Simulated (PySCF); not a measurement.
C₆H₉BO₂.
Atom-mapped SMILES: `[CH2:1]=[CH:2][CH2:3][B@H-:4]1[O:5][CH:6]=[CH:7][CH:8]=[O+:9]1`

Structure used (PBE0-D3(BJ)/def2-SVP), in Å, numbered top down from 1:
```xyz
18
C6H9BO2 angstrom
C      1.9254    0.5220    1.3348
C      1.3127   -0.5553    0.8315
C      1.2933   -0.9668   -0.5997
B     -0.0745   -0.6062   -1.3693
O     -1.2704   -1.2834   -0.6644
C     -2.0189   -0.6620    0.1496
C     -1.9480    0.7064    0.3871
C     -1.0700    1.4338   -0.4164
O     -0.3033    0.9123   -1.2774
H      2.5332    1.1781    0.7021
H      1.8538    0.7795    2.3950
H      0.7261   -1.1775    1.5222
H      1.4404   -2.0572   -0.6941
H      2.1160   -0.4837   -1.1537
H     -0.1113   -0.9207   -2.5426
H     -2.7764   -1.2808    0.6543
H     -2.6094    1.1979    1.0971
H     -1.0428    2.5328   -0.3660
```

NICS = −σ at a ghost point: NICS(0) at the centroid of the ring atoms, NICS(1) 1 Å to either side along the normal of their mean plane, zz for the tensor component along that normal. Level: GIAO PBE0/pcSseg-1 (PySCF, non-relativistic, gas phase) on the PBE0-D3(BJ)/def2-SVP geometry, one conformer.

Ring bond lengths (Å), with Mayer bond orders in brackets: B4–O5 1.545 (0.65), O5–C6 1.268 (1.41), C6–C7 1.391 (1.39), C7–C8 1.395 (1.36), C8–O9 1.265 (1.42), O9–B4 1.538 (0.66).

Problem. What do the NICS probes read (ppm)?

Solution. 
| ring | type | NICS(0) | NICS(1), two faces | NICS(1)zz, two faces | rms pucker (Å) | centre to ring atoms, mean (Å) |
| --- | --- | --- | --- | --- | --- | --- |
| B4–O5–C6–C7–C8–O9 | 6-membered ring with B and 2 O; formal bonds 2 double, 4 single | 5.9 | 1.8 / 2.0 | 9.0 / 8.0 | 0.08 | 1.39 |

Problem. What can be read from them?

Solution. 
- B4–O5–C6–C7–C8–O9: mean NICS(1)zz 8.5 ppm, deshielded. B4 has four or more neighbours, and the NICS criterion for π rings isn't applied.

Problem. How shielded are the nuclei of the rings and their hydrogens (means over atoms taken as equivalent)?

Solution. 
```tsv
atoms	environment	σ isotropic (ppm)	principal values of the symmetric part, first atom (ppm)
B4	four-coordinate boron	94.5	76.5, 96.5, 110.4
O5	boron-bound oxygen	51.6	-185.0, -13.6, 353.5
C6	vinylic carbon bearing oxygen	-1.9	-108.6, -10.2, 113.0
C7	alkene CH carbon	79.1	-31.0, 113.3, 155.0
C8	carbon bonded to C, O and H	-3.2	-109.4, -14.5, 114.3
O9	oxygen bonded to B and C	43.2	-200.2, -22.3, 352.1
H15	B–H hydrogen	27.09	25.6, 26.8, 28.9
H16	vinylic hydrogen	23.73	22.0, 24.2, 25.0
H17	vinylic hydrogen	26.23	24.4, 26.9, 27.4
H18	hydrogen on carbon	23.65	22.1, 24.0, 24.9
```

Problem. How do the values depend on the level or the medium?

Solution. 
| level | NICS(0), B4–O5–C6–C7–C8–O9 | mean NICS(1)zz, B4–O5–C6–C7–C8–O9 |
| --- | --- | --- |
| PBE0/pcSseg-1, gas | 5.9 | 8.5 |
| mPW1PW91/pcSseg-1, gas | 5.8 | 8.3 |

The geometry is the same throughout.
